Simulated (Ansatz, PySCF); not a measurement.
Gas-phase reaction (SMILES): CO[Si](Cl)(Cl)OC + Cl (HCl) → CO[Si](Cl)(Cl)Cl + CO (CH4O) [methanol]; hydrogen chloride cleaves one Si-O bond, a model of a ligand-exchange step.

Each molecule is optimised on its own at B3LYP-D3(BJ)/def2-TZVP (Ansatz, a program for electronic structure), one conformer each, not searched for the lowest. Cores are frozen in the correlated levels unless marked. Spin-orbit coupling is left out. No relativistic terms. Basis-set limits of correlation are two-point, X^-3; Hartree-Fock from the larger set. Thermal terms are rigid-rotor harmonic-oscillator values from B3LYP-D3(BJ) frequencies (Ansatz or PySCF) at 298.15 K and 1 atm. 1 Eh = 627.5095 kcal/mol.

```tsv
species	E, CCSD(T)/CBS(cc-pV(T+d)Z,cc-pV(Q+d)Z) (Ansatz) (Eh)	E, PBE0-D4/def2-TZVPD (Ansatz + dftd4) (Eh)	H - E (Eh)
CO[Si](Cl)(Cl)OC	-1438.87098	-1439.82125	0.10055
Cl (HCl)	-460.37849	-460.66608	0.01000
CO[Si](Cl)(Cl)Cl	-1783.63102	-1784.84107	0.05762
CO (CH4O)	-115.60979	-115.64059	0.05533
```

Task: Work out ΔE and ΔH at 298.15 K at the first level, then ΔH at the second.

Result: 
1. ΔE = [(-1783.63102) + (-115.60979)] - [(-1438.87098) + (-460.37849)] = 0.00866 Eh = 5.4 kcal/mol at CCSD(T)/CBS(cc-pV(T+d)Z,cc-pV(Q+d)Z).
2. The terms H - E add up to 0.00240 Eh, so ΔH = (0.00866 + (0.00240))×627.5095 = 6.9 kcal/mol.
3. At PBE0-D4/def2-TZVPD the same steps give ΔE = 3.6 and ΔH = 5.1 kcal/mol, a shift of -1.8 from the first level.
4. These values are not checked against measurement here, since the tables used lack a sound gas-phase enthalpy of formation for at least one species.
